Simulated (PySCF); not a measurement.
Predicted microwave data (PBE0/def2-SVPD in PySCF (dipole) on a GFN2-xTB geometry, gas phase) for one isomer of C5H4O2:

| Quantity | Value |
| --- | --- |
| Rotational constants | A = 10379, B = 1220, C = 1092 MHz |
| Dipole components | \|μa\| = 0.91 D, \|μb\| = 1.50 D, \|μc\| = 0.00 D |
| Inertial defect | 0.00 u·Å² |
| κ | -0.97 |

Question: Which structure is it? (One computed conformer of each.)
A. `[CH2:1]=[CH:2][C:3]#[C:4][C:5](=[O:6])[OH:7]` with C4–C5–O7–H 180°
B. `[CH:1]#[C:2]/[CH:3]=[CH:4]/[C:5](=[O:6])[OH:7]` with C3–C4–C5–O6 0°, C4–C5–O7–H 180°
C. 4H-pyran-4-one, `O=c1ccocc1`
D. `[O:1]=[CH:2][c:3]1[cH:4][cH:5][o:6][cH:7]1` with O1–C2–C3–C4 180°

Answer: B. It is C#C/C=C/C(=O)O, a near-prolate asymmetric top, point group Cs. The candidates at the same level (rigid rotor, commonest isotopes):

```tsv
SMILES	A (MHz)	B (MHz)	C (MHz)	μa (D)	μb (D)	μc (D)	Δ (u·Å²)	point group	rotor
C=CC#CC(=O)O	9332	1150	1024	2.32	1.64	0.00	0.00	Cs	near-prolate asymmetric top
O=c1ccocc1	5973	2726	1872	4.13	0.00	0.00	0.00	C2v	asymmetric top
C#C/C=C/C(=O)O	10379	1220	1092	0.91	1.50	0.00	0.00	Cs	near-prolate asymmetric top
O=Cc1ccoc1	8313	2000	1612	2.84	1.63	0.00	0.00	Cs	asymmetric top
```

`O=c1ccocc1` has B 123 % too high; `O=Cc1ccoc1` has B 64 % too high; `C=CC#CC(=O)O` has A 10 % too low. In the right answer the mirror of this Cs structure is the ab plane, so μc vanishes by symmetry. No structure here is proved a minimum.
